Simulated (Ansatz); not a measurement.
Relaxation of Cl3H2Si (6 atoms, charge 0, multiplicity 2), to a largest force component of 0.03 eV/Å in at most 50 steps.

The calculation used UKS B3LYP-D4/def2-SVP (Ansatz).

```xyz
6
Properties=species:S:1:pos:R:3
Si 0.000 0.000 -0.077
H 0.000 0.000 1.392
Cl 1.933 0.000 -0.772
Cl -0.966 1.674 -0.772
Cl -0.966 -1.674 -0.772
H 0.000 0.000 3.253
```

Task: Where does it end, and by what steps?

Result: It converged. The force dipped under the threshold on the way, but the program's further checks kept it going. After 5 steps the energy has fallen by 0.011 eV; H6 moved furthest, 0.41 Å.

```json
{"step": "0", "energy less start (eV)": "0.0000", "largest force component (eV/Å)": "0.294", "accepted": "yes"}
{"step": "1", "energy less start (eV)": "-0.0032", "largest force component (eV/Å)": "0.050", "accepted": "yes"}
{"step": "2", "energy less start (eV)": "-0.0048", "largest force component (eV/Å)": "0.068", "accepted": "yes"}
{"step": "3", "energy less start (eV)": "-0.0086", "largest force component (eV/Å)": "0.106", "accepted": "yes"}
{"step": "4", "energy less start (eV)": "-0.0113", "largest force component (eV/Å)": "0.010", "accepted": "yes"}
{"step": "5", "energy less start (eV)": "-0.0114", "largest force component (eV/Å)": "0.007", "accepted": "yes"}
```

```xyz
6
Properties=species:S:1:pos:R:3
Si 0.001 0.000 -0.163
H 0.000 0.000 1.312
Cl 1.938 0.000 -0.853
Cl -0.968 1.677 -0.853
Cl -0.968 -1.677 -0.853
H 0.000 0.000 3.661
```

Run time: 19 s on 2 threads of Intel(R) Xeon(R) Platinum 8259CL CPU @ 2.50GHz (Skylake/Cascade Lake), on a shared host, peak memory 0.26 GiB.
